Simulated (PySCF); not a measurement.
**Exercise with solution: oscillator strength and radiative lifetime**

Mg(F)(SH) (FHMgS), SMILES [SH][Mg][F].

Geometry: B3LYP-D3(BJ)/def2-TZVP. Other conformers were not sampled.

TDDFT-ωB97X/def2-TZVPD (PySCF) puts the first singlet state with f over 0.02 at 4.94 eV (vertical), with the transition dipole (0.000, 0.000, -0.734) in atomic units.

Problem. Find the oscillator strength, the wavelength and the radiative lifetime that this transition would have in vacuum if emission retraced absorption.

Solution. 
|μ|² = 0.5388 au, so |μ| = 1.87 D. ΔE = 4.94/27.211 = 0.1815 hartree. f = (2/3) ΔE |μ|² = 0.065 (the program prints 0.065).
λ = 1239.84/4.94 = 251 nm; ν = 39844 cm⁻¹.
Einstein's coefficient A = 0.6670 ν² f s⁻¹ (ν in cm⁻¹) = 6.9e7 s⁻¹, so τ = 1/A = 14 ns. This state is S1. The figure is the radiative limit of this one transition; relaxation, internal conversion, crossing to triplets and a medium change what is measured.
